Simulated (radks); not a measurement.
Results of a calculation; reference values are marked as such.
Nd2+, configuration [Xe] 4f4. Level of theory: Dirac Kohn-Sham, PBE, spin-unpolarised, spherical densities, point nucleus; open shells fill j = l - 1/2 first (a radial shooting solver on a logarithmic mesh with Libxc functionals).

Normalised radial functions P(r) = r R(r) (large component), r in bohr:

```
   r/bohr * 4p3/2, o 5p1/2 (the largest magnitude, 1.44, reaches the edge; | marks zero, & curves that meet)
 0.002936                             &
 0.003391                             &
 0.003885                             &
 0.004486                             &
  0.00514                             o*
 0.005936                             o*
 0.006801                             |&
 0.007854                             |&
 0.008998                             |&
  0.01039                             |o*
  0.01191                             |o*
  0.01375                             |o *
  0.01575                             | o*
  0.01819                             | o *
  0.02084                             | o  *
  0.02407                             |  o  *
  0.02758                             |  o   *
  0.03185                             |  o    *
  0.03649                             |   o    *
  0.04214                             |   o     *
  0.04828                             |   o     *
  0.05576                             |   o     *
  0.06388                             |  o      *
  0.07378                             |  o    *
  0.08452                             | o   *
  0.09761                             o *
   0.1118                           & |
   0.1292                       *  o  |
    0.148                  *     o    |
   0.1709               *       o     |
   0.1958              *        o     |
   0.2261               *        o    |
   0.2591                  *       o  |
   0.2992                         *   o
   0.3428                             |   &
   0.3958                             |      o     *
   0.4535                             |       o           *
   0.5238                             |       o                *
   0.6001                             |     o                    *
    0.693                             |  o                     *
    0.794                           o |                    *
   0.9169                     o       |               *
    1.051                 o           |          *
    1.213              o              |      *
     1.39            o                |   *
    1.605             o               | *
    1.839              o              |*
    2.124                 o           *
    2.433                    o        *
     2.81                       o     *
     3.22                         o   *
    3.718                           o *
     4.26                            o*
     4.92                             &
    5.637                             &
```

4p3/2: eigenvalue -231.61 eV, 2 radial nodes at r = 0.105, 0.320 bohr, <r> = 0.652 bohr, 90 % of the charge inside 0.949 bohr. 5p1/2: eigenvalue -37.054 eV, 3 radial nodes at r = 0.0981, 0.294, 0.748 bohr, <r> = 1.66 bohr, 90 % of the charge inside 2.42 bohr.
